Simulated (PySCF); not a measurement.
B3LYP has the VWN-RPA correlation part, as in Gaussian. Excitations are Tamm–Dancoff values on a coarser integration grid. The basis has no diffuse functions, so Rydberg states are missing or too high.

Species: C3H9Ga, SMILES `[CH3][Ga]([CH3])[CH3]` (charge 0, multiplicity 1).

Problem. What LUMO, dipole moment, brightest of the four lowest singlets (TDA), HOMO–LUMO gap and S1 excitation (TDA) does PySCF with B3LYP-D3(BJ)/def2-TZVP give?

Solution. 
```json
{
  "LUMO": "-0.83 eV",
  "dipole_moment": "0.001 e·Å",
  "brightest of the four lowest singlets (TDA)": "6.68 eV",
  "HOMO–LUMO gap": "6.35 eV",
  "S1 excitation (TDA)": "5.18 eV"
}
```
